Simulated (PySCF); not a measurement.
# Simulated characterisation data

Theoretical values (PySCF 2.14): B3LYP/pcJ-1 coupling constants (spin–dipole term left out of most H,H and C,H couplings), structure optimised with GFN2-xTB, σ from GIAO-PBE0/pcSseg-1. No solvent, fast rotation and ring inversion assumed for equivalent nuclei, one conformer, relativity neglected.

δ = σ(ref) − σ, references computed at the same level: TMS for 1H and 13C. Multiplet labels drop J under 1 Hz and among equivalent protons, and merge close values. Unscaled 3J(H,H) run several per cent high. Splittings of carbon signals by F and P are missing where no couplings were computed. Where no couplings were computed, multiplicities follow the n + 1 count of equivalent neighbours, and m marks all less simple cases (inequivalent or close neighbours, rings, F or P nearby). One-bond C–F couplings are unscaled and too large by tens of Hz. Acid and N–H amide carbonyl carbons lie up to 10 ppm further downfield in solution (hydrogen bonding). Shifts are as computed. Against solution values, carbons near 30 ppm lie about +3 ppm off and those near 130 ppm about +5 ppm. Of 1211 compounds with measured shifts, 218 miss one by over three times the rms of a fit or turn the order of signals round; such compounds aren't used in these exercises. Groups on amide-type nitrogens are kept apart (slow C–N rotation). OH and NH positions are gas-phase values without hydrogen bonding to other molecules.

Compound 1 (C₆H₈FOP). 1H NMR (400 MHz, computed): δ 2.23 (m, 3H), 1.14 (m, 1H), 1.07 (m, 1H), 0.88 (m, 1H), 0.83 (m, 1H), 0.44 (m, 1H). 13C{1H} NMR (computed): δ 187.2 (C), 147.8 (C), 14.5 (CH), 11.9 (CH3), 4.8 (CH2), 4.3 (CH2). Structure: SMILES CC1=C(F)[P@@]1(=O)C1CC1.

Compound 2 (C₅H₉NO). 1H NMR (400 MHz, computed): δ 4.74 (br, 1H), 3.18 (d, 3H), 0.99 (m, 2H), 0.78 (m, 1H), 0.59 (m, 2H). 13C{1H} NMR (computed): δ 174.1, 26.6, 17.4, 9.4. Structure: SMILES C1C(C(NC)=O)C1.

Compound 3 (C₇H₈F₄O). 1H NMR (400 MHz, computed): δ 2.87 (m, 1H), 2.83 (m, 1H), 2.70 (m, 1H), 2.70 (m, 1H), 2.22 (m, 1H), 1.52 (d, 3H). 13C{1H} NMR (computed): δ 175.0 (C), 137.4 (C), 42.4 (CH), 40.0 (CH), 39.1 (CH), 21.2 (CH2), 18.8 (CH3). Structure: SMILES FC([C@@H]1[C@H](C)[C@@H](C(=O)F)C1)(F)F.

Compound 4 (C₅H₉NO). 1H NMR (400 MHz, computed): δ 5.61 (m, 1H), 5.56 (m, 1H), 5.24 (br, 1H), 4.46 (br, 1H), 2.25 (q, 2H), 1.52 (t, 3H). 13C{1H} NMR (computed): δ 172.4 (C), 159.7 (C), 121.3 (CH2), 34.5 (CH2), 20.3 (CH3). Structure: SMILES C=C(CC)C(N)=O.

Compound 5 (C₆H₆F₂). 1H NMR (400 MHz, computed): δ 6.86 (m, 1H), 6.79 (m, 1H), 6.69 (m, 1H), 5.81 (m, 1H), 5.08 (ddd, J = 17.3, 4.2, 1.4 Hz, 1H), 4.74 (ddd, J = 44.5, 4.2, 1.0 Hz, 1H). 13C{1H} NMR (computed): δ 176.0 (C, d, J = 321.7 Hz), 161.8 (CH, d, J = 350.2 Hz), 129.1 (CH, dd, J = 8.5, 3.3 Hz), 125.3 (CH, d, J = 17.7 Hz), 116.0 (CH, d, J = 2.9 Hz), 104.2 (CH2, d, J = 26.8 Hz). Structure: SMILES C(/C(=C)F)=C/C=C\F.
